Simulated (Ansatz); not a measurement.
Geometry optimisation, RKS PBE0-D4/def2-SVP (Ansatz 0.2.0).

input.yaml

```yaml
crystal:
  periodic: [false, false, false]
  atoms:
    - { symbol: B, position_ang: [-0.008494, 0.555468, -0.3497] }
    - { symbol: H, position_ang: [0.106974, -0.213585, 1.918455] }
    - { symbol: Cl, position_ang: [1.382685, -0.432034, -0.779955] }
    - { symbol: O, position_ang: [-1.263494, 0.115872, -0.457469] }
    - { symbol: H, position_ang: [-1.326197, -0.795678, -0.765247] }
    - { symbol: Cl, position_ang: [0.246351, 2.281271, 0.163784] }
    - { symbol: H, position_ang: [0.178775, 0.493687, 2.018332] }
basis:
  gaussian: { orbitals: def2-SVP }
hamiltonian:
  xc: pbe0
  dispersion: d4
relax:
  f_tol: 0.03
  max_steps: 50
output:
  orbitals: {}
```

Launched with:

```bash
$ ansatz run input.yaml --threads 1 --pin off --max-ram 2048MiB --backend cpu --events-out ev --progress --plain --runs-dir out
```

Problem. Where does it end, and by what steps?

Solution. It converged. After 15 steps the energy has fallen by 0.200 eV; H2 moved furthest, 0.72 Å.

```tsv
step	energy less start (eV)	largest force component (eV/Å)	accepted
0	0.0000	1.786	yes
1	-0.1408	0.723	yes
2	-0.1750	0.506	yes
3	-0.1925	0.339	yes
4	-0.1918	0.546	no
5	-0.1966	0.195	yes
6	-0.1970	0.178	yes
7	-0.1984	0.106	yes
8	-0.1984	0.100	yes
9	-0.1922	0.399	no
10	-0.1990	0.073	yes
11	-0.1980	0.189	no
12	-0.1996	0.034	yes
13	-0.1997	0.036	yes
14	-0.1998	0.038	yes
15	-0.1999	0.029	yes
```

```xyz
7
Properties=species:S:1:pos:R:3
B -0.052 0.621 -0.589
H 0.286 -0.326 2.608
Cl 1.337 -0.415 -0.925
O -1.306 0.177 -0.738
H -1.354 -0.740 -1.031
Cl 0.200 2.269 -0.053
H 0.206 0.420 2.477
```

Whether the end is a true minimum wasn't checked by a vibrational analysis.

Run time: 49 s on 1 thread of Intel(R) Xeon(R) Platinum 8259CL CPU @ 2.50GHz (Skylake/Cascade Lake), on a shared host, peak memory 0.18 GiB.
